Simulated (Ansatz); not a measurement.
Input for Ansatz (a program for electronic structure): R-PBE/def2-TZVPPD on H6O2Si (a complex), monomers drawn apart or pushed together. Files ending in .json are basis or fitting sets from the Basis Set Exchange.

Ansatz 0.2 input:
```yaml
crystal:
  periodic: [false, false, false]
  atoms:
    - {symbol: O, position_ang: [0.25536175, -0.53033593, 0.32901628]}
    - {symbol: H, position_ang: [-0.44668994, -0.95934262, -0.17215458]}
    - {symbol: H, position_ang: [0.69917444, 0.06262352, -0.28711103]}
    - {symbol: O, position_ang: [-0.66230908, 0.78549279, 2.95558828]}
    - {symbol: Si, position_ang: [-0.06609642, 0.27912264, 4.39850016]}
    - {symbol: H, position_ang: [-0.35017908, 0.34862670, 2.14488653]}
    - {symbol: H, position_ang: [-0.36577680, -1.15307542, 4.66104659]}
    - {symbol: H, position_ang: [-0.71339516, 1.10588028, 5.43994008]}
    - {symbol: H, position_ang: [1.40773363, 0.45000340, 4.49104068]}
basis:
  gaussian:
    orbitals: def2-TZVPPD.json
hamiltonian:
  xc: {name: PBE}
scf: {lower_state_search: off}
```

Q: Predict the final total energy.

A: -443.3501 hartree.
